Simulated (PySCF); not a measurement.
N-methyl thienopyrroledione (C₇H₅NO₂S), SMILES CN1C(=O)c2cscc2C1=O. Atoms are numbered in the order given.

```xyz
16

C     -3.1793     0.0077     0.0000
N     -1.7302     0.0024     0.0000
C     -0.9631    -0.0004     1.1834
O     -1.4213    -0.0089     2.3047
C      0.4478     0.0019     0.7120
C      1.7019     0.0011     1.2608
S      2.8948     0.0014     0.0000
C      1.7019     0.0011    -1.2608
C      0.4478     0.0019    -0.7120
C     -0.9631    -0.0004    -1.1834
O     -1.4213    -0.0089    -2.3047
H     -3.5288    -0.5065    -0.9045
H     -3.5288    -0.5065     0.9045
H     -3.5711     1.0375     0.0000
H      2.0002     0.0002     2.3077
H      2.0002     0.0002    -2.3077
```
Charge 0, spin multiplicity 1.

Coordinates come from a TPSSh-D3(BJ)/def2-SVP optimisation. The geometry has at least one imaginary mode, so it is a saddle point at that level.

Calculation: PySCF with PBE/def2-SVP.

Atomic charges (e):

```
atom  Mulliken      Löwdin
----  --------  ----------
C1        0.09  (withheld)
N2       -0.32       -0.03
C3        0.19        0.06
O4       -0.14  (withheld)
C5        0.00  (withheld)
C6       -0.13       -0.16
S7        0.12        0.47
C8       -0.13       -0.16
C9        0.00  (withheld)
C10       0.19        0.06
O11      -0.14  (withheld)
H12       0.05        0.04
H13       0.05        0.04
H14       0.05        0.04
H15       0.05  (withheld)
H16       0.05  (withheld)
```

Task: Some entries are withheld; supply them. (Estimate from the structure and the level; the computed values follow.)

Result: 
- C1, Löwdin: 0.02
- O4, Löwdin: -0.14
- C5, Löwdin: -0.10
- C9, Löwdin: -0.10
- O11, Löwdin: -0.14
- H15, Löwdin: 0.04
- H16, Löwdin: 0.04

Task: Give the Mayer and Wiberg (Löwdin basis) orders of the bonds. (Estimate from the structure and the level; the computed values follow.)

Result: 
| bond | Mayer | Wiberg |
|---|---|---|
| C1–N2 | 0.96 | 1.04 |
| N2–C3 | 1.03 | 1.17 |
| C3–O4 | 2.18 | 2.21 |
| C3–C5 | 0.90 | 1.03 |
| C5–C6 | 1.52 | 1.59 |
| C6–S7 | 1.18 | 1.34 |
| S7–C8 | 1.18 | 1.34 |
| C5–C9 | 1.29 | 1.22 |
| C8–C9 | 1.52 | 1.59 |
| N2–C10 | 1.03 | 1.17 |
| C9–C10 | 0.90 | 1.03 |
| C10–O11 | 2.18 | 2.21 |
| C1–H12 | 0.96 | 0.95 |
| C1–H13 | 0.96 | 0.95 |
| C1–H14 | 0.97 | 0.96 |
| C6–H15 | 0.96 | 0.96 |
| C8–H16 | 0.96 | 0.96 |
